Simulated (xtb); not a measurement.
chlorotrifluoromethane (CClF₃), singlet, geometry from GFN2-xTB. Base run: xtb with GFN0-xTB.

Here is a job for xtb.
```
$ xtb mol.xyz --gfn 0 --json

# file mol.xyz
5

F     -0.86134566    -0.63254016    -1.02874238
C     -0.35035604    -0.00774362     0.01889747
F     -0.84407447     1.21875581     0.05006863
F     -0.74576507    -0.64039210     1.11088556
Cl     1.42134135     0.03141469    -0.07666418
```

The base run was repeated with changes; each row names its change, and settings that it needs were set with it.

| change | ΔE vs base (kJ/mol) | HOMO-LUMO gap (eV) |
|---|---|---|
| base | 0.00 | 6.14 |
| etemp = 10000 | … | 6.14 |
| acc = 0.0001 | 0.00 | 6.14 |
| etemp = 10 | 0.00 | 6.14 |
| acc = 1000 | 0.00 | 6.14 |

Q: What belongs in the gaps?

A: 
- etemp = 10000, ΔE vs base (kJ/mol): -25.25
